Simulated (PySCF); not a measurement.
Isomers of C6H6O2S.

All values: PBE0/def2-SVPD (PySCF) at GFN2-xTB geometries, gas phase, one conformer each. Core orbitals are frozen in the response; Δα² is half the sum of the squared differences of the principal polarisabilities.

Task: Rank by HOMO–LUMO gap, lowest first.
A. `[CH:1]#[C:2][C@@H:3]1[CH:4]=[CH:5][S:6](=[O:7])(=[O:8])[CH2:9]1` with C2–C3–C4–C5 -139°, C4–C5–S6–O7 128°, C5–S6–C9–C3 -21°, C2–C3–C9–S6 146°
B. `[cH:1]1[s:2][cH:3][c:4]2[c:5]1[O:6][CH2:7][CH2:8][O:9]2` with C4–C5–O6–C7 15°, C5–O6–C7–C8 -45°, O6–C7–C8–O9 64°, C7–C8–O9–C4 -46°
C. `[CH3:1][C:2](=[O:3])[O:4][c:5]1[cH:6][cH:7][cH:8][s:9]1` with C1–C2–O4–C5 180°, C2–O4–C5–C6 0°

Result: C (5.91 eV), B (6.09 eV), A (7.11 eV).

Task: Rank by mean static polarisability, highest first.
A. `[CH3:1][O:2][C:3](=[O:4])[c:5]1[cH:6][cH:7][s:8][cH:9]1` with C1–O2–C3–O4 0°, O2–C3–C5–C6 0°
B. `[cH:1]1[s:2][cH:3][c:4]2[c:5]1[O:6][CH2:7][CH2:8][O:9]2` with C4–C5–O6–C7 15°, C5–O6–C7–C8 -45°, O6–C7–C8–O9 64°, C7–C8–O9–C4 -46° (3,4-ethylenedioxythiophene)
C. `[CH:1]#[C:2][C@@H:3]1[CH:4]=[CH:5][S:6](=[O:7])(=[O:8])[CH2:9]1` with C2–C3–C4–C5 -139°, C4–C5–S6–O7 128°, C5–S6–C9–C3 -21°, C2–C3–C9–S6 146°

Result: A (14.06 Å³), B (13.59 Å³), C (13.33 Å³).

All values together:

| SMILES | μ (D) | HOMO (eV) | LUMO (eV) | α (Å³) | Δα (Å³) |
| --- | --- | --- | --- | --- | --- |
| C#C[C@@H]1C=CS(=O)(=O)C1 | 5.08 | -8.29 | -1.18 | 13.33 | 6.91 |
| CC(=O)Oc1cccs1 | 1.31 | -6.69 | -0.78 | 13.98 | 8.20 |
| COC(=O)c1ccsc1 | 2.11 | -7.31 | -1.32 | 14.06 | 9.14 |
| C#CC1=CCCS1(=O)=O | 5.32 | -7.67 | -1.70 | 14.03 | 7.87 |
| c1scc2c1OCCO2 | 2.04 | -6.38 | -0.29 | 13.59 | 7.81 |

Conformers: `[CH:1]#[C:2][C@@H:3]1[CH:4]=[CH:5][S:6](=[O:7])(=[O:8])[CH2:9]1` with C2–C3–C4–C5 -139°, C4–C5–S6–O7 128°, C5–S6–C9–C3 -21°, C2–C3–C9–S6 146°; `[CH3:1][C:2](=[O:3])[O:4][c:5]1[cH:6][cH:7][cH:8][s:9]1` with C1–C2–O4–C5 180°, C2–O4–C5–C6 0°; `[CH3:1][O:2][C:3](=[O:4])[c:5]1[cH:6][cH:7][s:8][cH:9]1` with C1–O2–C3–O4 0°, O2–C3–C5–C6 0°; `[CH:1]#[C:2][C:3]1=[CH:4][CH2:5][CH2:6][S:7]1(=[O:8])=[O:9]` with C3–C4–C5–C6 -16°, C4–C5–C6–S7 23°, C5–C6–S7–O8 92°, C2–C3–S7–C6 -169°; `[cH:1]1[s:2][cH:3][c:4]2[c:5]1[O:6][CH2:7][CH2:8][O:9]2` with C4–C5–O6–C7 15°, C5–O6–C7–C8 -45°, O6–C7–C8–O9 64°, C7–C8–O9–C4 -46°.
